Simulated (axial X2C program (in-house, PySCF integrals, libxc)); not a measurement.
## Testing model relations on NaY⁺

A bond curve at the PBE0 level, 2c, was computed with an in-house all-electron X2C program for linear molecules (integrals from PySCF) (basis Y dyall-cv3z [11s12p9d6f3g], Na dyall-cv3z [9s8p5d2f] (cores contracted in-house)) for the state Ω = 1/2 (⟨Sz⟩ = 0.50, ⟨Lz⟩ = 0.00 at PBE0). Its fit gives Re = 3.5162 Å, ωe = 134.3 cm⁻¹, ωexe = 0.644 cm⁻¹ and αe = 4.442e-04 cm⁻¹; the masses are 88.9058 and 22.9898 u. Two-component means X2C with spin–orbit coupling and atomic mean-field Coulomb and Gaunt terms.

Find the reduced mass, Be and the force constant.

From the PBE0 values: μ = 18.2664 u. Be = 16.8576/(μ Re²) = 0.07464 cm⁻¹. k = 5.8918×10⁻⁷ μ ωe² = 0.194 mdyn/Å.

A Morse curve ties αe to the other constants (Pekeris). How well does that hold?

αe(Morse) = 6Be²/ωe × (√(ωexe/Be) − 1) = 4.822e-04 cm⁻¹; the PBE0 curve gives 4.442e-04 cm⁻¹, a ratio of 1.09.

Estimate the centrifugal constant by the Kratzer relation.

D = 4Be³/ωe² = 9.22e-08 cm⁻¹.

Where do the fundamental and the first overtone lie?

ν(1←0) = ωe − 2ωexe = 133.0 cm⁻¹; ν(2←0) = 2ωe − 6ωexe = 264.7 cm⁻¹.

The state is a single determinant with fixed occupations, the lowest that a limited PBE0 search found. Density functionals use the spin component along the axis (collinear). PBE0 can misorder states that lie within some tenths of an eV, so this need not be the ground state of the molecule. The nearest other 2c determinant of the search, Ω = 3/2, lies 0.16 eV up at the distance of the search.
